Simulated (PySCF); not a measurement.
Compound: C5H3F2O (doublet state).
Cartesian coordinates in Å at the GFN2-xTB level; atoms count from 1:
```
atom  x, y, z in Å
C1    -2.0410    0.2772   -0.6651
O2    -0.6526    0.5468   -0.7177
C3     0.1496   -0.0861    0.1199
F4    -0.4581   -0.9507    0.9674
C5     1.4943    0.0882    0.1640
C6     2.7675    0.7071   -0.2889
C7     2.7109   -0.2336    0.7282
F8     3.2212   -1.0033    1.6564
H9    -2.4910    0.9049   -1.4302
H10   -2.2440   -0.7763   -0.8767
H11   -2.4514    0.5285    0.3167
```

The hyperfine couplings belong to this conformer and change with its torsions.

The species is `CO/C(F)=C1[C]=C\1F` [radical].

Method: PySCF, UKS B3LYP, pcH-1 on C F H O, non-relativistic, mean-field spin-orbit, GIAO. Geometry: GFN2-xTB, one conformer, isolated molecule. A GFN2-xTB geometry isn't a minimum of the functional, and hyperfine couplings can be far from their values at a DFT geometry. The SCF solution wasn't tested for stability.

Principal values of hyperfine tensors in MHz (contact and dipolar terms together), for some of the nuclei:

```tsv
atom	isotope	A1	A2	A3	alike by the symmetry of this geometry
F4	19F	-70.00	-44.07	389.38	none
C3	13C	-9.97	-8.31	145.63	none
F8	19F	-22.07	-14.91	137.46	none
O2	17O	-85.83	8.23	11.28	none
H10	1H	17.63	18.16	25.52	H11
C7	13C	1.77	2.33	51.60	none
C6	13C	-1.25	0.55	36.16	none
C1	13C	-6.80	-6.49	-3.76	none
```

Q: Split each tensor into its isotropic and traceless parts, and turn a_iso into mT with g = 2.0041.

A: a_iso = (A1 + A2 + A3)/3, Ti = Ai − a_iso; 1 mT corresponds to 28.050 MHz.

```tsv
atom	a_iso (MHz)	a_iso (mT)	T1	T2	T3
F4	91.77	3.272	-161.77	-135.84	297.61
C3	42.45	1.513	-52.42	-50.76	103.18
F8	33.49	1.194	-55.57	-48.41	103.97
O2	-22.11	-0.788	-63.72	30.33	33.39
H10	20.44	0.729	-2.81	-2.28	5.08
C7	18.57	0.662	-16.80	-16.24	33.03
C6	11.82	0.421	-13.07	-11.27	24.34
C1	-5.68	-0.203	-1.11	-0.81	1.92
```

Q: What spin density at the nucleus of F4 lies behind its contact coupling (g_N = 5.25774)?

A: a_FC = (2μ0/3) gₑ μB g_N μN ρ(0)/(2S·h) = 800.24 MHz × g_N × ρ(0)/(2S), with ρ in bohr⁻³. With a_FC = 91.77 MHz and 2S = 1, ρ(0) = 0.02181 bohr⁻³.

Q: C5 (13C, g_N = 1.40482) isn't in the table. Its spin density at the nucleus is -0.02924 bohr⁻³. What is its contact coupling?

A: By the same relation, a_FC = -32.9 MHz. Its full tensor has the principal values -41.01, -32.57, -25.02 MHz.

Q: Which nucleus of the table has the largest anisotropic coupling, and what is its form?

A: F4: -161.8, -135.8, 297.6 MHz, rhombic: the two smaller values differ by 9 % of the largest.

Q: In a single crystal, with the field along each principal axis of the tensor of F8 in turn, what first-order splitting does this nucleus give (isotropic g, quadrupole terms neglected)?

A: 2 lines (I = 1/2), spaced by |A_i|/(g × 13.996): 0.79, 0.53, 4.90 mT along the axes of A1, A2 and A3.

The SMILES draws the unpaired electron on C6; the largest computed Mulliken spin population is on C3 (0.51 against 0.13).
